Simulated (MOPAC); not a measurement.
MOPAC input (PM6):

```
PM6 1SCF CHARGE=1 GEO-OK AUX(PRECISION=9) THREADS=1
H2Sb

Sb   -0.01602737 1   -0.01947852 1    0.03811055 1
H    -0.53320809 1    1.26927154 1   -0.97307230 1
H     1.35060378 1   -0.27586713 1   -0.97056559 1
```

Q: What heat of formation does the run end on, and which ionisation energy by Koopmans theorem?

A: 217.64 kcal/mol; 16.74 eV.
